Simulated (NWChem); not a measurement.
System: GeNH2Br, singlet; SMILES [NH2][Ge][Br]

Here is an NWChem input.

```
start job
memory heap 200 mb stack 900 mb global 1100 mb
geometry units angstroms noautoz
  Ge     0.413480     1.006510     0.000000
  Br    -0.021514    -1.329270     0.000000
  N     -1.322076     1.523478     0.000000
  H     -2.118523     0.891908     0.000000
  H     -1.591511     2.502958     0.000000
end
basis spherical
  * library def2-svp
end
dft
  xc xcamb88 1.00 lyp 0.81 vwn_5 0.19 hfexch 1.00
  cam 0.33 cam_alpha 0.19 cam_beta 0.46
  iterations 150
  vectors input atomic output neutral.movecs
end
task dft energy
charge 1
dft
  odft
  mult 2
  vectors input atomic output cation.movecs
end
task dft energy
```

Low-valent species are run as closed-shell singlets; no triplet was tried in these runs. The geometry was optimised at PBE0/def2-SVP.

Ions are spin-unrestricted doublets at the neutral geometry; other ion states weren't tried.

**Question.** Give the results of this calculation. (CAM-B3LYP/def2-SVP, vertical spin-unrestricted ions.) Quantities: vertical ionisation energy, ΔSCF (eV); −ε(HOMO) (eV).

**Answer.** The vertical ionisation energy, ΔSCF (eV) comes out as 9.58 and the −ε(HOMO) (eV) comes out as 8.46.
